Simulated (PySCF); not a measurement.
# Reading the logs of faulty runs: CGeH7OSi

Calculated results; nothing here was measured. They come from PySCF 2.14.0, an open-source quantum chemistry program, on an isolated molecule that a program drew, which may never have been made. The molecule is CGeH7OSi (charge 0, doublet), drawn as the SMILES string `O[CH]([SiH2])[GeH3]`.

Each row is a Hartree-Fock (HF) and frozen-core CCSD(T) single point in the cc-pV(D+d)Z basis, meant for a local HF minimum. Run 1 is clean. Each other run has one planted mistake out of seven kinds, and not every kind appears here: one electron removed, one electron added, multiplicity raised by two, geometry at a saddle point, minimal basis STO-3G, one bond length entered in bohr, all coordinates scaled. The reference is restricted for singlets and unrestricted otherwise, and also for a bond in bohr. Adding or removing an electron swaps singlet and doublet. Electrons count all cores. HOMO and LUMO are orbital energies over both spins, the gradient is its largest component, and the lowest frequency (negative if imaginary) is given only where the gradient is small. Bond lengths are over the 10 bonds as drawn. T1 is the CCSD diagnostic: over 0.02 (restricted) or 0.045 (unrestricted) a single reference is doubtful. Germanium has the cc-pVDZ-PP basis, with a core potential (ECP10MDF) in place of its 10 inner electrons, and its 3s, 3p and 3d shells are frozen in CCSD(T).

Geometry of the clean run:
```xyz
11
CGeH7OSi, angstrom
O    -0.1028   -1.3267    0.7654
C     0.0941   -0.1462   -0.0083
Si    1.3447   -0.4362   -1.4174
Ge   -1.6640    0.6285   -0.5157
H    -0.4942   -1.9974    0.2248
H     0.5546    0.5740    0.6742
H     1.5648    0.8103   -2.1917
H     2.6307   -0.9577   -0.8950
H    -1.4969    1.8563   -1.4188
H    -2.4629   -0.4450   -1.2704
H    -2.4335    1.0197    0.7481
```

```
run,electrons,basis functions,<S^2>,HOMO (eV),LUMO (eV),gradient (hartree/bohr),lowest frequency (cm^-1),mean bond (Å),longest bond (Å),T1,HF (hartree),CCSD(T) (hartree),mistake
1,67,109,0.754,-9.00,1.37,1.2e-05,113,1.4925,1.987,0.0124,-699.04878,-699.63600,no fault
2,67,109,0.754,-9.21,1.08,7.0e-02,-,1.6209,2.158,0.0140,-698.98831,-699.59442,all coordinates scaled
3,67,109,1.602,-8.93,1.25,7.2e-03,-,1.6290,2.898,0.0373,-698.94537,-699.52077,one bond length entered in bohr
4,67,109,3.767,-3.19,0.00,8.4e-02,-,1.4925,1.987,0.0519,-698.82068,-699.41071,multiplicity raised by two
5,68,109,0.000,-0.55,7.90,5.0e-02,-,1.4925,1.987,0.0128,-699.03096,-699.65019,?
6,66,109,0.000,-15.60,-6.98,5.9e-02,-,1.4925,1.987,0.0145,-698.75481,-699.33586,?
```

**Which mistake was planted in run 5, and what did it cost?**

It counts 68 electrons, one more than the clean run, at the same geometry and basis. So the mistake is: one electron added. Subtracting run 1 and multiplying by 627.51 kcal/mol a hartree, the energy moved by 11.2 kcal/mol in HF and -8.9 kcal/mol in CCSD(T).

**Which mistake was planted in run 6, and what did it cost?**

It counts 66 electrons, one fewer than the clean run, at the same geometry and basis. So the mistake is: one electron removed. Subtracting run 1 and multiplying by 627.51 kcal/mol a hartree, the energy moved by 184.5 kcal/mol in HF and 188.3 kcal/mol in CCSD(T).

Cautions from the logs. Run 4: T1 is over the limit, so its CCSD(T) energy is less reliable.
